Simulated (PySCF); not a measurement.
GaH₃, SMILES [GaH3].

The structure is a stationary point at r2SCAN-D4/def2-TZVPD. The isomer is the one that the SMILES or the coordinates give; other isomers of the formula were not compared.

All values below come from PySCF 2.14.0 with TDA-CAM-B3LYP/def2-TZVPD.

Vertical excitations; the highest root listed may be one member of a degenerate set. The molecule is in vacuum. State labels are in the subgroup C2v.

```json
[
 {"state": "S1", "symmetry": "B2", "energy (eV)": "5.25", "λ (nm)": "236", "f": "0.000", "main pairs": "HOMO→LUMO (degenerate set)"},
 {"state": "S2", "symmetry": "A2", "energy (eV)": "5.25", "λ (nm)": "236", "f": "0.000", "main pairs": "HOMO−1→LUMO (degenerate set)"},
 {"state": "S3", "symmetry": "B1", "energy (eV)": "8.06", "λ (nm)": "154", "f": "0.224", "main pairs": "HOMO−1→LUMO+1 (degenerate set)"},
 {"state": "S4", "symmetry": "A1", "energy (eV)": "8.06", "λ (nm)": "154", "f": "0.224", "main pairs": "HOMO→LUMO+1 (degenerate set)"},
 {"state": "S5", "symmetry": "B1", "energy (eV)": "8.61", "λ (nm)": "144", "f": "0.000", "main pairs": "HOMO→LUMO+3 48 %, HOMO−1→LUMO+4 48 %"},
 {"state": "S6", "symmetry": "B1", "energy (eV)": "8.89", "λ (nm)": "139", "f": "0.002", "main pairs": "HOMO−1→LUMO+2, HOMO−1→LUMO+4, HOMO→LUMO+3 (degenerate set)"},
 {"state": "S7", "symmetry": "A1", "energy (eV)": "8.89", "λ (nm)": "139", "f": "0.002", "main pairs": "HOMO→LUMO+2, HOMO−1→LUMO+3, HOMO→LUMO+4 (degenerate set)"},
 {"state": "S8", "symmetry": "A1", "energy (eV)": "9.24", "λ (nm)": "134", "f": "0.000", "main pairs": "HOMO→LUMO+4 49 %, HOMO−1→LUMO+3 49 %"},
 {"state": "S9", "symmetry": "A1", "energy (eV)": "9.62", "λ (nm)": "129", "f": "0.793", "main pairs": "HOMO−1→LUMO+3, HOMO→LUMO+4, HOMO→LUMO+2 (degenerate set)"},
 {"state": "S10", "symmetry": "B1", "energy (eV)": "9.62", "λ (nm)": "129", "f": "0.793", "main pairs": "HOMO→LUMO+3, HOMO−1→LUMO+4, HOMO−1→LUMO+2 (degenerate set)"},
 {"state": "T1", "symmetry": "A2", "energy (eV)": "4.74", "λ (nm)": "262", "f": "0", "main pairs": "HOMO−1→LUMO (degenerate set)"},
 {"state": "T2", "symmetry": "B2", "energy (eV)": "4.74", "λ (nm)": "262", "f": "0", "main pairs": "HOMO→LUMO (degenerate set)"},
 {"state": "T3", "symmetry": "B1", "energy (eV)": "7.18", "λ (nm)": "173", "f": "0", "main pairs": "HOMO−1→LUMO+2, HOMO−1→LUMO+1, HOMO−1→LUMO+9 (degenerate set)"},
 {"state": "T4", "symmetry": "A1", "energy (eV)": "7.18", "λ (nm)": "173", "f": "0", "main pairs": "HOMO→LUMO+2, HOMO→LUMO+1, HOMO→LUMO+9 (degenerate set)"}
]
```
Triplets are in the Tamm–Dancoff approximation.
